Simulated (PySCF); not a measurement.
Zn(F)(GeH3) (FGeH₃Zn), SMILES [F][Zn][GeH3]. Atoms are numbered in the order given.

```xyz
6

Zn     0.0000     0.0000    -0.9275
F      0.0000     0.0000    -2.6792
Ge     0.0000     0.0000     1.4362
H      1.2443     0.7184     1.9929
H     -1.2443     0.7184     1.9929
H      0.0000    -1.4368     1.9929
```
Charge 0, spin multiplicity 1.

Geometry optimised at PBE0-D3(BJ)/def2-SVP. The structure was generated by enumeration; whether it is a known compound was not checked.

Computed with PySCF with PBE0/pcSseg-1.

GIAO shieldings, no solvent; atoms alike by connectivity are averaged. δ = σ(ref) − σ: ¹⁹F against CFCl3 (σ = 167.2 ppm); ⁷³Ge against GeH4 (σ = 1658.3 ppm); ¹H against TMS (σ = 31.56 ppm), references at their B3LYP-D3(BJ)/def2-TZVP geometries, non-relativistic.

Computed chemical shifts:
```tsv
nucleus	atoms	count	δ (ppm)
¹⁹F	F2	1	-178.1
⁷³Ge	Ge3	1	-90.2
¹H	H4, H5, H6	3	3.62
```
